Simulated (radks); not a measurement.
The numbers below are computed, except where a source is named.
Pd, configuration [Ar] 3d10 4s1 4p6 4d10 5d1 (not the ground configuration). Level of theory: Dirac Kohn-Sham, PBE, spin-unpolarised, spherical densities, point nucleus; open shells are shared between the two j in proportion to 2j + 1 (a radial shooting solver on a logarithmic mesh with Libxc functionals).

Normalised radial functions P(r) = r R(r) (large component), r in bohr:

| r | 4p3/2 | 5d5/2 |
|---|---|---|
| 0.001087 | 0.0006 | 0.0000 |
| 0.001785 | 0.0015 | 0.0000 |
| 0.002908 | 0.0039 | 0.0000 |
| 0.004776 | 0.0099 | 0.0000 |
| 0.00778 | 0.0242 | 0.0000 |
| 0.01278 | 0.0573 | 0.0001 |
| 0.02081 | 0.1243 | 0.0004 |
| 0.03418 | 0.2404 | 0.0016 |
| 0.05612 | 0.3695 | 0.0050 |
| 0.09143 | 0.3504 | 0.0133 |
| 0.1501 | -0.0420 | 0.0271 |
| 0.2446 | -0.5618 | 0.0339 |
| 0.4016 | -0.2802 | 0.0096 |
| 0.6543 | 0.7853 | -0.0415 |
| 1.074 | 1.0482 | -0.0635 |
| 1.764 | 0.4077 | -0.0199 |
| 2.874 | 0.0519 | 0.0688 |
| 4.72 | 0.0013 | 0.1893 |
| 7.689 | 0.0000 | 0.3161 |
| 12.63 | 0.0000 | 0.2772 |
| 20.57 | 0.0000 | 0.0726 |
| 33.78 | 0.0000 | 0.0038 |

4p3/2: eigenvalue -59.582 eV, 2 radial nodes at r = 0.145, 0.461 bohr, <r> = 1.04 bohr, 90 % of the charge inside 1.55 bohr. 5d5/2: eigenvalue -0.718 eV, 2 radial nodes at r = 0.444, 2.01 bohr, <r> = 10.4 bohr, 90 % of the charge inside 15.3 bohr.
